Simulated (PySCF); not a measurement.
The calculation used delta-SCF UKS SCAN, pcX-2 on the ionised atom, pcseg-1 elsewhere, spin-free X2C (PySCF 2.14.0). Geometries: PBE0-D3(BJ)/def2-SVP; isolated species, one conformer each. Values against the vacuum level.

Question: Rank by computed C 1s binding energy, lowest first.
A. C4 in `[CH3:1][CH2:2][CH2:3][CH2:4][S@@+:5]([CH3:6])[AlH3-:7]`
B. C3 in `[CH3:1][CH2:2][CH2:3][GeH3:4]`
C. Carbon in `N[SiH](C[SiH3])N`
D. Carbon in `N#CB(P)Cl`

Answer: C (289.55 eV), B (290.20 eV), A (291.60 eV), D (292.23 eV).

From the lowest up, the atoms are bonded to: 2 H and 2 Si (289.55); C, 2 H and Ge (290.20); S, C and 2 H (291.60); N (triple bond) and B (292.23).

Question: Order these sites by rising N 1s binding energy.
A. Nitrogen in `N#CB(P)Cl`
B. Nitrogen in `N[SiH](N)C[SiH3]`
C. Nitrogen in `[SiH3][N-][SiH2]P`

Answer: C (397.04 eV), B (404.37 eV), A (405.53 eV).

From the lowest up, the atoms are bonded to: 2 Si in a species of charge -1 (397.04); 2 H and Si (404.37); C (triple bond) (405.53).

The basis sets have no added diffuse functions, a weakness for anions.
